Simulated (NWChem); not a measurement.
Molecule: C$_{2}$H$_{4}$O$_{3}$S; SMILES C(=C)S(=O)(O)=O

```xyz
10

C      0.0347    -2.3140     0.0190
C      0.7343    -1.1753    -0.0565
S     -0.1082     0.3940    -0.1154
O     -1.5539     0.1757    -0.0047
O      0.4971     1.2077    -1.1872
O      0.4125     1.0520     1.3223
H     -1.0647    -2.2865     0.0827
H      0.5423    -3.2911     0.0178
H      1.8297    -1.0931    -0.1305
H      0.9647     1.8201     1.0591
```
Atoms are numbered in this order, from 1.

Results from NWChem. Pople sets run with spherical d functions. All runs use the structure optimised with PBE-D3(BJ)/def2-SVP.

Question: Among these, which level gives the lowest value of “orbital gap (eV)”?
A. Hartree-Fock/6-311++G**
B. Hartree-Fock/3-21G
C. Hartree-Fock/6-311G**
D. Hartree-Fock/STO-3G

Answer: A, Hartree-Fock/6-311++G**. Values: Hartree-Fock/6-311++G** 12.71; Hartree-Fock/6-311G** 14.19; Hartree-Fock/STO-3G 14.54; Hartree-Fock/3-21G 14.58
